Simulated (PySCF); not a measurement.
# Ge: excitation energy

Ge [Ar] 3d10 4s2 4p2 (3P) → Ge [Ar] 3d10 4s2 4p1 5s1 (3P), as a difference of total energies. All numbers are calculated (PySCF 2.14, the non-relativistic Hamiltonian (point nucleus), in dyall-av2z (16s12p8d, 92 functions)). Correlated levels: valence: [Ar] 3d10 frozen; virtual orbitals above 40 to 60 times the deepest correlated orbital energy dropped. The calculations carry no spin-orbit coupling.

```json
{"method": "UHF", "excitation energy (eV)": "4.708"}
{"method": "MP2 (valence)", "excitation energy (eV)": "4.767"}
{"method": "SCS-MP2 (valence)", "excitation energy (eV)": "4.743"}
{"method": "CCSD (valence)", "excitation energy (eV)": "4.765"}
{"method": "CCSD(T) (valence)", "excitation energy (eV)": "4.763"}
```

**Question.** How much does correlation contribute at CCSD(T) (valence)?

**Answer.** 4.763 − (4.708) = 0.055 eV, measured against UHF.

These non-relativistic numbers lack the scalar-relativistic shift.

Errors of the correlated levels include the incompleteness of this basis and the frozen core.

The promoted electron is Rydberg-like, and one or two diffuse shells describe it only roughly, which tends to raise the upper state.

For comparison: 4.648 eV (measured; NIST levels, between the centres of gravity of the two terms).
